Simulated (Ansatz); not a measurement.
`COC(=N)[SiH2]F`, relaxed with RKS PBE-D4/def2-SVP in Ansatz from a rough embedded geometry. The force threshold is 0.03 eV/Å; the program also tests the step.

The species carries charge 0 and has multiplicity 1.

Start:

```xyz
12

C     1.549   -1.428   -0.664
O     1.064   -0.245    0.075
C    -0.265    0.110   -0.034
N    -1.065   -0.673   -0.721
Si   -0.845    1.603    0.992
F    -2.444    1.769    0.697
H     2.569   -1.542   -0.482
H     1.338   -1.243   -1.718
H     0.959   -2.319   -0.375
H    -2.022   -0.248   -0.746
H    -0.167    2.840    0.535
H    -0.671    1.377    2.442
```

Problem. How much energy does the relaxation release, and in how many steps? (Estimate.)

Solution. Ansatz gave: 23.49 kJ/mol, in 6 steps.

Problem. Which bonds change most? (Estimate.)

Solution. Ansatz gave: C1–H7 from 1.043 to 1.105 Å; C1–O2 from 1.477 to 1.434 Å; C3–N4 from 1.314 to 1.281 Å; O2–C3 from 1.379 to 1.355 Å.

Problem. Give the relaxed structure. (Best estimate.)

Solution. The calculation gave: 
```xyz
12

C     1.490   -1.374   -0.648
O     1.014   -0.238    0.085
C    -0.304    0.049   -0.044
N    -1.083   -0.654   -0.780
Si   -0.802    1.574    0.981
F    -2.411    1.732    0.670
H     2.569   -1.452   -0.423
H     1.325   -1.238   -1.737
H     0.957   -2.295   -0.337
H    -2.041   -0.270   -0.741
H    -0.098    2.816    0.523
H    -0.616    1.349    2.451
```
